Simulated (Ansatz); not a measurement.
C3H5O, doublet, at a GFN2-xTB geometry, with bond 6-3 at 1.8 times its length; SC-NEVPT2/6-31G, CASSCF(5,6) (Ansatz, a program for electronic structure).

Here is a job for Ansatz.
Ansatz 0.2 input:
```yaml
crystal:
  periodic: [false, false, false]
  atoms:
    - {symbol: O, position_ang: [0.25330919, 0.18526487, 1.34222846]}
    - {symbol: C, position_ang: [0.02968304, 0.07476025, 0.13791137]}
    - {symbol: C, position_ang: [-0.05062688, 1.20415478, -0.72149975]}
    - {symbol: C, position_ang: [-0.17641726, -1.27365849, -0.51681359]}
    - {symbol: H, position_ang: [-0.09467523, -2.06191954, 0.22599761]}
    - {symbol: H, position_ang: [-0.40334777, 1.01175199, -2.61443235]}
    - {symbol: H, position_ang: [0.08696299, 2.19127942, -0.31616080]}
    - {symbol: H, position_ang: [0.57208467, -1.42696415, -1.29166979]}
    - {symbol: H, position_ang: [-1.16009640, -1.31331826, -0.98045393]}
basis:
  gaussian:
    orbitals: 6-31G
correlation: {method: sc_nevpt2, electrons: all, active_space: {window: {electrons: 5, orbitals: 6}}}
magnetization: {spin_polarized: false, initial_magnetization: 1}
```

What the program printed (banner, timings and long lists left out):

```
Functional definition: HF
616 factors; integrals over basis functions are off by at most 2.6e-4 eV
mean field evaluation 1: about -5196.1164 eV, gradient 3.6e1 eV
mean field evaluation 2: about -5196.1230 eV, gradient 3.6e1 eV
mean field evaluation 4: about -5199.7045 eV, gradient 5.0e0 eV
mean field evaluation 8: about -5199.9028 eV, gradient 3.1e-1 eV
mean field evaluation 16: about -5186.8767 eV, gradient 3.9e1 eV
mean field evaluation 32: about -5198.6015 eV, gradient 8.6e-2 eV
mean field evaluation 64: about -5197.1632 eV, gradient 2.7e-5 eV
mean field -5199.90343791 eV, -191.0929267221 hartree, gradient 1.8e-6 eV, S^2 0.750000; 6 other end points of the search recorded, 0 dependent functions left out
reference -5199.90343791 eV, -191.0929267221 hartree; 16, 15 occupied and 30, 31 virtual orbitals, 616 factors
state -5202.70667002 eV, -191.1959436019 hartree
state -5202.70667002 eV, -191.1959436019 hartree; corrected -5211.45617541 eV, -191.5174819946 hartree
Total energy: -5211.45617541 eV, -191.5174819946 hartree
```
